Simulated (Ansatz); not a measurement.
The same path of a periodic cell of 19 atoms, Be$_{18}$Ga (surface Be(0001), adsorbate Ga) was run twice with different band settings.

Method: DFT PBEsol, scalar-relativistic, plane waves, PAW in Ansatz. Settings: cutoff 420 eV, k mesh 4x3x1, fermi-dirac smearing 0.05 eV, no spin polarisation.

Relaxed end points:

```xyz
19
Lattice="4.5800 0.0000 0.0000 3.4350 5.9496 0.0000 0.0000 0.0000 15.5884" Properties=species:S:1:pos:R:3
Be 0.000 0.000 1.000
Be 2.290 0.000 1.000
Be 1.145 1.983 1.000
Be 3.435 1.983 1.000
Be 2.290 3.966 1.000
Be 4.580 3.966 1.000
Be 0.003 1.359 2.835
Be 2.290 1.314 2.855
Be 1.157 3.303 2.822
Be 3.425 3.319 2.801
Be 2.271 5.282 2.826
Be 4.601 5.304 2.818
Be -0.012 0.016 4.595
Be 2.281 -0.014 4.702
Be 1.142 1.976 4.685
Be 3.424 2.001 4.692
Be 2.272 3.961 4.615
Be 4.584 3.953 4.601
Ga 3.477 4.664 6.778
```

```xyz
19
Lattice="4.5800 0.0000 0.0000 3.4350 5.9496 0.0000 0.0000 0.0000 15.5884" Properties=species:S:1:pos:R:3
Be 0.000 0.000 1.000
Be 2.290 0.000 1.000
Be 1.145 1.983 1.000
Be 3.435 1.983 1.000
Be 2.290 3.966 1.000
Be 4.580 3.966 1.000
Be -0.019 1.316 2.826
Be 2.311 1.338 2.818
Be 1.148 3.342 2.835
Be 3.435 3.297 2.855
Be 2.302 5.286 2.822
Be 4.570 5.302 2.801
Be -0.018 -0.006 4.615
Be 2.294 -0.014 4.601
Be 1.133 1.999 4.595
Be 3.426 1.970 4.702
Be 2.287 3.960 4.685
Be 4.569 3.984 4.692
Ga 4.622 6.648 6.778
```

Common settings: spring 5.0 eV/Å²; optimiser quadratic models (default); end points relaxed; atoms held 1 to 6.

| run | movable images | climbing image | start path | force threshold | iteration limit |
| --- | --- | --- | --- | --- | --- |
| 1 | 3 | yes | IDPP | 0.03 eV/Å | 31 |
| 2 | 4 | from the first iteration | default | 0.05 eV/Å | 28 |

Task: What does each run give, and how far can it be trusted?

Result: Run 1: converged after 9 iterations, highest image 0.018 eV above the first end. By the program's own check the climbing image is of a kind that is not told: the force calls were inconclusive, a negative curvature could not be distinguished from the path's own, the only one lies far off the path, or fixed occupations may fill a level only in part (lowest curvatures found: -0.04 and 0.03 eV/Å²).
Run 2: converged after 3 iterations, highest image 0.024 eV above the first end. The order of the stationary point at the top wasn't checked.
Limits of this set-up: coarse k mesh, thin slab, slab without dipole correction.
